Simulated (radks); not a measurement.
The numbers below are computed, except where a source is named.
All-electron atom: the rubidium ion Rb3+ in [Ar] 3d9 4s2 4p4 4f1 (not the ground configuration).

Code: a radial shooting solver on a logarithmic mesh with Libxc functionals. Model: Dirac Kohn-Sham, LDA (Slater exchange, VWN5 correlation), spin-unpolarised, spherical densities, point nucleus; open shells are shared between the two j in proportion to 2j + 1.

Energy parts (hartree):
| part | energy |
|---|---|
| total | -2970.08660 |
| kinetic | 3054.16968 |
| electron-nucleus | -7106.38170 |
| Hartree | 1177.03444 |
| exchange-correlation | -94.90902 |

Orbitals (lengths in bohr, moments of r in powers of bohr):
orbital      occ.  eigenvalue (hartree)     <r^2>
1s1/2           2             -553.7961  0.002192
2s1/2           2             -76.09533   0.03731
2p1/2           2             -69.30163   0.02849
2p3/2           4             -67.07210   0.02990
3s1/2           2             -13.10978    0.2948
3p1/2           2             -10.67414    0.2988
3p3/2           4             -10.32900    0.3106
3d3/2         3.6              -6.06097    0.3133
3d5/2         5.4              -6.00082    0.3174
4s1/2           2              -2.73633     1.988
4p1/2     1.33333              -2.08599     2.420
4p3/2     2.66667              -2.03831     2.503
4d3/2           0              -1.09611     4.393
4d5/2           0              -1.09091     4.432
4f5/2    0.428571              -0.45349     16.04
4f7/2    0.571429              -0.45344     16.04
5s1/2           0              -0.91669     10.44
5p1/2           0              -0.74169     13.46
5p3/2           0              -0.73189     13.80
5f5/2           0              -0.26117     56.67
5f7/2           0              -0.26114     56.69

The highest occupied level is 4f7/2 at -12.339 eV. The configuration is held as typed, so some empty levels lie below it. The density falls to 0.001 e/bohr^3 at r = 4.27 bohr. Summed over all electrons, <r^2> = 35.45 bohr^2, which gives a Langevin (diamagnetic) susceptibility term of -28.1 x 10^-6 cm^3/mol.
